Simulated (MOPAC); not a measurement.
Input file for MOPAC: PM7 on GaTe, 2S+1 = 2, a spin state set in the input, which need not be the lowest, a point of a bond scan (R = 2.545 Å).

```
PM7 1SCF PRECISE CHARGE=0 UHF MS=0.5 THREADS=1
GaTe

Ga     0.00000000 1     0.00000000 1     0.00000000 1
Te     0.00000000 1     0.00000000 1     2.54544600 1
```

It printed:

```
*******************************************************************************
 **                                                                           **
 **                              MOPAC v23.2.5                                **
 **                                                                           **
 *******************************************************************************
 ** MOPAC's Digital Object Identifier: https://doi.org/10.5281/zenodo.6511958 **
 **                                                                           **
 ** Please cite the open-source release paper for use of this MOPAC version:  **
 ** J. E. Moussa and J. J. P. Stewart (2026)                                  **
 ** MOPAC: An open-source semiempirical molecular orbital program             **
 ** J. Open Source Softw., 11(119), 8025, https://doi.org/10.21105/joss.08025 **
 *******************************************************************************

                              PM7 CALCULATION RESULTS

 *******************************************************************************
 *  PM7        - The PM7 Hamiltonian to be used
 *  UHF        - UNRESTRICTED HARTREE-FOCK CALCULATION
 *
 *
 *
 *                 CHARGE ON SYSTEM = 0
 *
 *
 *
 *  MS=        - IN MECI, MAGNETIC COMPONENT OF SPIN =  0.5
 *  PRECISE    - TIGHTER CRITERIA TO BE USED
 *  1SCF       - DO 1 SCF AND THEN STOP
 *  THREADS=1  - MULTI-THREADING NOT USED
 *  T=         - A TIME OF 172800.0 SECONDS REQUESTED
 *  DUMP=N     - RESTART FILE WRITTEN EVERY 7200.0 SECONDS REQUESTED
 *******************************************************************************
PM7 1SCF PRECISE CHARGE=0 UHF MS=0.5 THREADS=1
 GaTe

   ATOM   CHEMICAL          X               Y               Z
  NUMBER   SYMBOL      (ANGSTROMS)     (ANGSTROMS)     (ANGSTROMS)

     1      Ga          0.00000000  *   0.00000000  *   0.00000000  *
     2      Te          0.00000000  *   0.00000000  *   2.54544600  *



          CARTESIAN COORDINATES

    NO.       ATOM           X           Y           Z

     1        Ga          0.0000      0.0000      0.0000
     2        Te          0.0000      0.0000      2.5454

 General Reference for PM7:
 "Optimization of Parameters for Semiempirical Methods VI: More Modifications to the
 NDDO Approximations and Re-optimization of Parameters", J. J. P. Stewart, J. Mol. Mod., 1:32, 19 (2013)
 https://link.springer.com/article/10.1007/s00894-012-1667-x

           Empirical Formula: Ga Te  =     2 atoms



      MOLECULAR POINT GROUP   :   C*v


          UHF CALCULATION, NO. OF ALPHA ELECTRONS =    5
                           NO. OF BETA  ELECTRONS =    4

 -------------------------------------------------------------------------------
 PM7 1SCF PRECISE CHARGE=0 UHF MS=0.5 THREADS=1
 GaTe



     1SCF WAS SPECIFIED, SO BFGS WAS NOT USED
     SCF FIELD WAS ACHIEVED


                              PM7 CALCULATION
                                                       MOPAC v23.2.5 Linux




          FINAL HEAT OF FORMATION =         30.07147 KCAL/MOL =     125.81903 KJ/MOL


          COSMO AREA              =        102.82 SQUARE ANGSTROMS
          COSMO VOLUME            =         90.78 CUBIC ANGSTROMS

          IONIZATION POTENTIAL    =          7.047540 EV
          ALPHA SOMO LUMO (EV)    =         -7.570  0.274
          BETA  SOMO LUMO (EV)    =         -7.048 -1.529
          NO. OF ALPHA ELECTRONS  =          5
          NO. OF BETA  ELECTRONS  =          4
          MOLECULAR WEIGHT        =        197.3350         POINT GROUP:  C*v

          MOLECULAR DIMENSIONS (Angstroms)

            Atom       Atom       Distance
           Te     2   Ga     1     2.54545
           Te     2   Ga     1     0.00000
           Ga     1   Te     2     0.00000


          SCF CALCULATIONS        =          1





   ATOM   CHEMICAL          X               Y               Z
  NUMBER   SYMBOL      (ANGSTROMS)     (ANGSTROMS)     (ANGSTROMS)

     1      Ga          0.00000000  *   0.00000000  *   0.00000000  *
     2      Te          0.00000000  *   0.00000000  *   2.54544600  *

                             CARTESIAN COORDINATES

   1   Ga        0.000000000     0.000000000     0.000000000
   2   Te        0.000000000     0.000000000     2.545446000


           Empirical Formula: Ga Te  =     2 atoms



      MOLECULAR POINT GROUP   :   C*v


          ALPHA EIGENVALUES
 -44.47601 -15.43313  -8.64819  -7.56972  -7.56972   0.27366   0.27366   3.18156


           BETA EIGENVALUES
 -41.75860 -14.25768  -7.04754  -7.04754  -1.52893   0.12885   0.12885   3.37029


              NET ATOMIC CHARGES AND DIPOLE CONTRIBUTIONS

  ATOM NO.   TYPE          CHARGE      No. of ELECS.   s-Pop       p-Pop
    1         Ga           0.553704        2.4463     1.85445     0.59184
    2         Te          -0.553704        6.5537     1.89443     4.65928
 DIPOLE           X         Y         Z       TOTAL
 POINT-CHG.     0.000     0.000    -6.770     6.770
 HYBRID         0.000     0.000     1.678     1.678
 SUM            0.000     0.000    -5.092     5.092


          ATOMIC ORBITAL ELECTRON POPULATIONS

     Atom    s        px        py        pz
    1 Ga   1.85445   0.10740   0.10740   0.37705
    2 Te   1.89443   1.89260   1.89260   0.87407


                    (SZ)    =    0.500000
                    (S**2)  =    0.762286


          ATOMIC ORBITAL SPIN POPULATIONS

    Atom   Total    s     px     py     pz
         Atomic
    1 Ga  0.1959  0.003 -0.026 -0.026  0.246
    2 Te  0.8041  0.012  0.026  0.026  0.739

 **********************
 *                    *
 * JOB ENDED NORMALLY *
 *                    *
 **********************




 == MOPAC DONE ==
```

The run finished.

Cost: around 0.020 core-seconds (rough).
